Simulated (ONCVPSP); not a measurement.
## Reading a pseudo-wave (carbon)

Columns: radius, all-electron u(r) and pseudo u(r) of the 2s shell (level -19.24 eV) of carbon in the configuration [He] 2s2 2p1.5; BLYP, scalar-relativistic, ONCV scheme, ONCVPSP 4.0.1.

```tsv
r (bohr)	all-electron	pseudo
0.145	-0.3634	0.0790
0.290	-0.1771	0.1801
0.435	0.1242	0.3111
0.580	0.3971	0.4619
0.725	0.6019	0.6106
0.870	0.7368	0.7320
1.015	0.8107	0.8081
1.160	0.8368	0.8365
1.305	0.8281	0.8281
1.450	0.7959	0.7958
1.595	0.7487	0.7487
1.740	0.6931	0.6931
1.885	0.6337	0.6337
2.030	0.5738	0.5737
2.175	0.5154	0.5154
2.320	0.4600	0.4600
2.465	0.4084	0.4084
2.610	0.3610	0.3610
2.755	0.3178	0.3178
2.900	0.2790	0.2789
3.045	0.2441	0.2441
3.190	0.2131	0.2131
3.335	0.1856	0.1856
3.480	0.1613	0.1613
3.625	0.1400	0.1400
3.770	0.1212	0.1212
```

Task: How many radial nodes do the two functions have?

Result: The all-electron 2s function has n − l − 1 = 1; the pseudo-wave has 0, since the states of the same l below it are removed with the core.

Task: At about which radius was the pseudo-wave matched?

Result: 1.30 bohr, where the columns begin to agree (steps of 0.14 bohr).

Task: Is the pseudo-wave norm-conserving?

Result: Yes: the ONCV scheme keeps the norm inside the radius equal to the all-electron one, which fixes the energy derivative of the logarithmic derivative at the level.
